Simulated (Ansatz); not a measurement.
Energy needed to pull apart CH3Ag (SMILES [CH3][Ag]), singlet, into free ground-state atoms, from the structure below (displaced at random from its PBE0-D4/def2-TZVP minimum); no zero-point or spin–orbit terms; open-shell atoms are treated unrestricted, in their ground-state multiplicity.

```
5
angstrom
C -0.1682 0.0512 -0.0821
Ag 1.6488 -0.6733 0.6171
H -0.9356 -0.0879 0.7177
H -0.3935 -0.5023 -0.9493
H -0.0500 1.0994 -0.3217
```

Computed with Ansatz 0.2.0 (basis: def2-TZVPP); correlated methods freeze the cores. Filled d shells of the heavier atoms are correlated. Core potentials replace the inner electrons of the atoms past krypton.

```
   method  atomization energy (eV)
   PBE-D4                        ?
r2SCAN-D4                    15.39
  PBE0-D4                    15.22
  wB97M-V                        ?
       HF                    10.74
      MP2                    15.10
     CCSD                    14.70
  CCSD(T)                    14.98
```

Question: What does wB97M-V give? (An estimate is asked for; the value comes from the calculation.)

Answer: By the calculation: 15.31 eV, which is about 0.33 eV more than CCSD(T)/def2-TZVPP.

Question: What does PBE-D4 give? (To be estimated.)

Answer: The calculation gives: 15.58 eV, which is about 0.60 eV more than CCSD(T)/def2-TZVPP.

In triple zeta the MP2 and coupled-cluster atomization energies are still short of their basis limit by a few kcal/mol a bond, whereas those of the functionals are nearly converged, so these differences are not deviations from converged CCSD(T).

The T1 diagnostic stays at or below 0.022.

For scale, one of the runs: CCSD(T)/def2-TZVPP forces, 129 basis functions (an equivalent command: `ansatz run in.yaml --threads 2`). The run took 48 s on 2 CPU threads (shared host), with 1.2 GiB of host memory at its peak.
